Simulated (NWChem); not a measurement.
Electron attachment to Ga₂

```
Ga
Ga 1 2.4453
```
Charge 0, spin multiplicity 3.

Program: NWChem. Structure: optimised with UPBE0/def2-SVP, a minimum by its harmonic frequencies.

Basis set: def2-TZVPD. −ε marks an orbital energy of the parent. The basis adds only a small set of diffuse functions.

The Hamiltonian is non-relativistic. B3LYP has NWChem's definition, with VWN1-RPA local correlation. This spin state was chosen for the runs; another may lie lower. The structure started from a generated list of species. The unpaired electrons of the parent sit in orbitals of symmetry b2u and b3u (D2h labels of the run); other states weren't searched. No SCF solution was tested for a lower state. Open-shell Hartree-Fock references start from PBE0 orbitals.

### Question
For the vertical electron affinity, −ε(alpha LUMO) of B3LYP gives 3.22 eV and −ε(alpha LUMO) of PBE gives 3.79 eV. What do −ε(alpha LUMO) of PBE0, −ε(alpha LUMO) of HF, −ε(alpha LUMO) of TPSS give?

### Answer
−ε(alpha LUMO) of PBE0: 3.11 eV; −ε(alpha LUMO) of HF: 0.51 eV; −ε(alpha LUMO) of TPSS: 3.71 eV.
